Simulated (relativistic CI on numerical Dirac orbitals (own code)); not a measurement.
Mn4+: 3s photoemission

Computed with this model: Dirac-Coulomb-Breit CI, KLI orbitals optimised for each configuration, QED by a radiative potential, valence Slater integrals scaled by 0.7, multiplet model of photoemission in the sudden approximation; configurations [Ar] 3d3 → [Ne] 3s 3p6 3d3; 300 K; Lorentzian 1.5 eV and Gaussian 0.6 eV FWHM. Energies are those of the free ion, without screening or charge transfer. The energies are binding energies and can lie tens of eV above those of solids. Without intra-shell correlation the exchange splitting of an s hole comes out too large, often by half or more. S is read from ⟨S²⟩ = S(S + 1).

free ion: ground-state S = 1.50, centroid 160.76 eV. Peaks (eV, height): 158.0 (100), 165.2 (60).

Strongest unbroadened transitions for free ion:

| Energy (eV) | Relative strength |
| --- | --- |
| 158.01 | 0.1 |
| 158.02 | 1.7 |
| 158.04 | 18.8 |
| 158.05 | 98.4 |
| 158.07 | 0.5 |
| 158.08 | 100.0 |
| 162.46 | 0.0 |
| 162.72 | 0.1 |
| 164.34 | 0.0 |
| 165.21 | 0.2 |
| 165.24 | 12.6 |
| 165.26 | 3.2 |
| 165.28 | 97.9 |
| 165.32 | 15.5 |
| 165.37 | 0.1 |
| 165.44 | 0.4 |
| 166.27 | 0.0 |
| 166.32 | 0.4 |
